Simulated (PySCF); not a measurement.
CH3Cl2Ga, SMILES [Cl][Ga]([Cl])[CH3].

Geometry: PBE-D3(BJ)/def2-SVP. The structure was generated by enumeration; whether it is a known compound was not checked.

Calculation: TDA-LC-ωPBE/def2-SVPD in PySCF.

Vertical excitations. Gas-phase values at a fixed geometry.

```
state  energy (eV)  λ (nm)      f                                                main pairs
-----  -----------  ------  -----  --------------------------------------------------------
S1            6.71     185  0.004                                          HOMO→LUMO+1 88 %
S2            7.08     175  0.000                                        HOMO−1→LUMO+1 87 %
S3            7.31     170  0.016  HOMO−1→LUMO 53 %, HOMO−1→LUMO+2 18 %, HOMO−2→LUMO+1 13 %
S4            7.43     167  0.195                          HOMO→LUMO 64 %, HOMO→LUMO+2 15 %
S5            7.46     166  0.001                      HOMO−2→LUMO 67 %, HOMO−2→LUMO+2 22 %
S6            7.66     162  0.069                                        HOMO−2→LUMO+1 69 %
S7            7.94     156  0.058                      HOMO−3→LUMO 60 %, HOMO−3→LUMO+2 20 %
S8            8.10     153  0.029                      HOMO−3→LUMO+1 61 %, HOMO−4→LUMO 15 %
S9            8.15     152  0.027                    HOMO−4→LUMO+1 76 %, HOMO−3→LUMO+1 12 %
S10           8.42     147  0.000                                        HOMO−5→LUMO+1 88 %
T1            6.31     197      0                          HOMO→LUMO+1 73 %, HOMO→LUMO 17 %
T2            6.46     192      0        HOMO→LUMO 52 %, HOMO→LUMO+2 23 %, HOMO→LUMO+1 16 %
T3            6.79     183      0                      HOMO−1→LUMO 59 %, HOMO−1→LUMO+2 25 %
T4            6.92     179      0                      HOMO−1→LUMO+1 66 %, HOMO−2→LUMO 17 %
```
Triplets are in the Tamm–Dancoff approximation.
